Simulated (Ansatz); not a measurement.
Coupled-cluster run, CH$_{10}$BNSi$_{2}$, SMILES `CB(N)[SiH2][SiH3]`.

```yaml
crystal:
  periodic: [false, false, false]
  atoms:
    - {symbol: C, position_ang: [-1.931758, -0.203959, -0.547568]}
    - {symbol: B, position_ang: [-0.468941, -0.778541, -0.577328]}
    - {symbol: N, position_ang: [-0.000517, -1.469275, -1.690986]}
    - {symbol: Si, position_ang: [0.798431, -0.487489, 0.978136]}
    - {symbol: Si, position_ang: [1.382032, 1.774992, 1.125928]}
    - {symbol: H, position_ang: [-2.507050, -0.419165, -1.453910]}
    - {symbol: H, position_ang: [-1.919564, 0.882668, -0.408485]}
    - {symbol: H, position_ang: [-2.488539, -0.602245, 0.307231]}
    - {symbol: H, position_ang: [0.923599, -1.860097, -1.760709]}
    - {symbol: H, position_ang: [-0.566544, -1.628040, -2.510512]}
    - {symbol: H, position_ang: [0.177580, -0.867172, 2.282132]}
    - {symbol: H, position_ang: [2.063160, -1.274798, 0.843075]}
    - {symbol: H, position_ang: [0.158657, 2.612417, 1.276702]}
    - {symbol: H, position_ang: [2.278036, 2.056747, 2.281366]}
    - {symbol: H, position_ang: [2.079619, 2.213255, -0.115571]}
basis:
  gaussian: {orbitals: def2-TZVPP}
correlation: {method: ccsd_t}
```

```sh
$ ansatz run in.yaml --threads 4 --pin off --events-out ev --progress --plain --max-ram 10444MiB
```

Log, shortened:

```
Functional definition: HF
1810 factors; integrals over basis functions are off by at most 9.9e-4 eV
mean field evaluation 1: about -19064.7990 eV, gradient 4.1e1 eV
mean field evaluation 2: about -19065.0144 eV, gradient 4.1e1 eV
mean field evaluation 4: about -19069.6795 eV, gradient 4.3e0 eV
mean field evaluation 8: about -19069.7672 eV, gradient 2.7e-1 eV
mean field evaluation 16: about -19069.7677 eV, gradient 2.1e-6 eV
mean field -19069.76768914 eV, -700.8010366230 hartree, gradient 2.1e-6 eV, S^2 0.000000; 0 other end points of the search recorded, 0 dependent functions left out
13 core orbitals not correlated: weight in the atoms' cores, before any rotation towards them, 1.000 or more for the frozen orbitals, at most 0.000 for the correlated occupied ones
reference -19069.76768914 eV, -700.8010366230 hartree; 15, 15 occupied and 289, 289 virtual orbitals, 1810 factors
second order -20.38501668 eV of doubles, -0.00000000 eV of singles
cycle   1  -21.65401360 eV  change    -1.3e0 eV  update   1.0e-1
cycle   2  -22.27135245 eV  change   -6.2e-1 eV  update   3.2e-2
cycle   3  -22.36144314 eV  change   -9.0e-2 eV  update   1.5e-2
cycle   4  -22.35197687 eV  change    9.5e-3 eV  update   4.6e-3
cycle   5  -22.35091441 eV  change    1.1e-3 eV  update   2.0e-3
cycle   6  -22.35069203 eV  change    2.2e-4 eV  update   5.8e-4
cycle   7  -22.35054886 eV  change    1.4e-4 eV  update   2.0e-4
cycle   8  -22.35061555 eV  change   -6.7e-5 eV  update   7.7e-5
cycle   9  -22.35063818 eV  change   -2.3e-5 eV  update   2.5e-5
perturbative correction -0.85580229 eV, -0.0314501540 hartree
Total energy: -19092.97412961 eV, -701.6538575804 hartree
```

It took 4.4 min on 4 threads of an AMD EPYC 9R45 on a shared host, with 4.4 GiB of host memory at the peak.

Correlation energy per correlated electron: -0.774 eV. T1 diagnostic: 0.0131.
